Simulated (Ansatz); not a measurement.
The lowest singlet and triplet of C4H4S (SMILES c1ccsc1); geometries from B3LYP-D3(BJ)/def2-TZVP, each state relaxed from the structure named, with no frequency check.
Singlet at the triplet's geometry (charge 0, multiplicity 1):
```xyz
9

C      0.41566    -1.30810     0.59703
C     -0.90369    -1.10626     0.44710
C     -1.22168     0.16296    -0.20818
S      0.22222     1.17469    -0.37404
C      1.22982    -0.21210     0.07040
H      0.86190    -2.18697     1.04050
H     -1.67540    -1.79879     0.75216
H     -2.06747     0.31261    -0.86578
H      2.20473    -0.34099    -0.38029
```

| level | gap E(singlet) − E(triplet), vertical, at the triplet's geometry (kcal/mol) | cost |
|---|---|---|
| R-HF/cc-pV(D+d)Z | -14.28 | - |
| R-HF/cc-pV(T+d)Z | -13.89 | - |
| R-SVWN5/def2-TZVPP | -53.93 | ×0.7 |
| U-SVWN5/def2-TZVPP | -53.93 | ×0.8 |
| R-PBE/def2-TZVPP | -48.57 | ×1 |
| U-PBE/def2-TZVPP | -48.57 | ×1 |
| R-r2SCAN/def2-TZVPP | -41.95 | ×1 |
| U-r2SCAN/def2-TZVPP | -41.95 | ×2 |
| R-B3LYP/def2-TZVPP | -44.73 | ×0.8 |
| U-B3LYP/def2-TZVPP | -44.73 | ×1 |
| R-PBE0/def2-TZVPP | -42.44 | ×0.8 |
| U-PBE0/def2-TZVPP | -42.44 | ×2 |
| R-BHLYP/def2-TZVPP | -36.45 | ×1 |
| U-BHLYP/def2-TZVPP | -36.48 | ×3 |
| R-wB97X-V/def2-TZVPP | -43.13 | ×2 |
| U-wB97X-V/def2-TZVPP | -43.13 | ×3 |
| R-wB97M-V/def2-TZVPP | -46.00 | ×2 |
| U-wB97M-V/def2-TZVPP | -46.00 | ×3 |
| R-B2PLYP/def2-TZVPP | -48.51 | ×2 |
| U-B2PLYP/def2-TZVPP (spin-contaminated) | -44.94 | ×3 |
| R-MP2/cc-pV(D+d)Z | -60.09 | - |
| R-MP2/cc-pV(T+d)Z | -61.19 | - |
| R-SCS-MP2/cc-pV(D+d)Z | -56.74 | - |
| R-SCS-MP2/cc-pV(T+d)Z | -57.97 | - |
| R-CCSD/cc-pV(D+d)Z | -43.63 | - |
| R-CCSD/cc-pV(T+d)Z | -42.67 | - |
| R-CCSD(T)/cc-pV(D+d)Z | -48.87 | ×3 |
| R-CCSD(T)/cc-pV(T+d)Z | -48.68 | ×30 |
| SA-CASSCF(6,5)/cc-pV(D+d)Z | -40.07 | - |
| SA-CASSCF(6,5)/cc-pV(T+d)Z | -39.96 | - |
| SC-NEVPT2 on SA-CASSCF(6,5)/cc-pV(D+d)Z | -52.54 | - |
| SC-NEVPT2 on SA-CASSCF(6,5)/cc-pV(T+d)Z | -52.43 | - |
| FIC-NEVPT4(SD) on SA-CASSCF(6,5)/cc-pV(D+d)Z | -47.44 | - |
| FIC-NEVPT4(SD) on SA-CASSCF(6,5)/cc-pV(T+d)Z | -47.32 | - |
| FIC-MRCISD+Q on SA-CASSCF(6,5)/cc-pV(D+d)Z | -46.32 | - |
| FIC-MRCISD+Q on SA-CASSCF(6,5)/cc-pV(T+d)Z | -45.91 | - |

The rows run from -61.19 (R-MP2/cc-pV(T+d)Z) to -13.89 kcal/mol (R-HF/cc-pV(T+d)Z). In cc-pV(T+d)Z the value moves R-HF -13.89, R-MP2 -61.19, R-CCSD -42.67, R-CCSD(T) -48.68, a shift of -34.79 from R-HF to R-CCSD(T). From cc-pV(D+d)Z to cc-pV(T+d)Z R-CCSD(T) changes by 0.19. The 9 R-functionals in def2-TZVPP without D3 or D4 span 17.48, from R-SVWN5 to R-BHLYP.

A positive gap puts the triplet lower; no zero-point energy. R- takes a restricted singlet. U- takes an unrestricted singlet (broken symmetry where lower, unprojected). The triplet is unrestricted in single-reference levels. Active spaces average the two states.

Correlated levels freeze the cores.

Doubts at one or more of the structures used: a restricted determinant that unrestricted orbitals would lower (R-HF/cc-pV(D+d)Z, R-HF/cc-pV(T+d)Z, R-B2PLYP/def2-TZVPP, R-MP2/cc-pV(D+d)Z, R-MP2/cc-pV(T+d)Z, R-SCS-MP2/cc-pV(D+d)Z, R-SCS-MP2/cc-pV(T+d)Z, R-CCSD/cc-pV(D+d)Z, R-CCSD/cc-pV(T+d)Z, R-CCSD(T)/cc-pV(D+d)Z, R-CCSD(T)/cc-pV(T+d)Z).

The values were computed with Ansatz (Gaussian basis) for Hartree–Fock, density functionals and correlated methods. 

Costs are rough ratios of core time to R-PBE/def2-TZVPP (about 30 s over the structures, on one shared machine); a dash marks a level with no comparable run of its own.

Ansatz is a quantum-chemistry and plane-wave program.
